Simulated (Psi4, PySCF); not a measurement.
Here is a job for PySCF.
```python
from pyscf import gto, scf

mol = gto.Mole()
mol.atom = '''
    Cd   -0.396713    0.183899   -0.314496
    Cl    1.796225    0.099293   -0.905454
    Cl   -0.676094   -0.618537    1.793443
'''
mol.basis = 'def2-svp'
mol.ecp = {'Cd': 'def2-svp'}
mol.charge = 0
mol.spin = 0
mol.verbose = 4
mol.build()

mf = scf.RHF(mol)
mf.kernel()
```

Question: Write the same job for Psi4.

Answer: Several could match; the one computed here: 
```
memory 2 GB

molecule mol {
0 1
Cd   -0.396713    0.183899   -0.314496
Cl    1.796225    0.099293   -0.905454
Cl   -0.676094   -0.618537    1.793443
}

set {
  basis def2-svp
  reference rhf
  scf_type pk
  puream true
  d_convergence 1e-8
}

energy('scf')
print_variables()
```

Both were run: PySCF gave -1085.607636 Eh and Psi4 -1085.607636 Eh, 0.000 mEh apart.
